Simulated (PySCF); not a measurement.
**How methods differ on the excitation energy of Ba⁺**

Ba⁺ [Xe] 6s1 (2S) → Ba⁺ [Xe] 5d1 (2D), as a difference of total energies. Calculation: PySCF 2.14, in def2-QZVPPD with the def2 core potential (46 electrons) (7s5p3d2f1g, 60 functions); scalar relativity through the core potential. Correlated levels: valence and next inner shell: nothing frozen outside the core potential. The calculations carry no spin-orbit coupling.

```tsv
method	excitation energy (eV)	error (eV)
UHF	0.764	+0.100
LDA	0.739	+0.075
PBE	0.585	-0.079
PBE0	0.537	-0.127
r2SCAN	0.440	-0.224
LC-wPBE	0.468	-0.196
TPSSh	0.454	-0.210
B97-3	0.552	-0.112
PBEsol	0.587	-0.077
MP2 (valence and next inner shell)	0.863	+0.199
SCS-MP2 (valence and next inner shell)	0.818	+0.154
```

Reference: 0.664 eV (measured; NIST levels, between the centres of gravity of the two terms).

Errors of the correlated levels include the incompleteness of this basis.
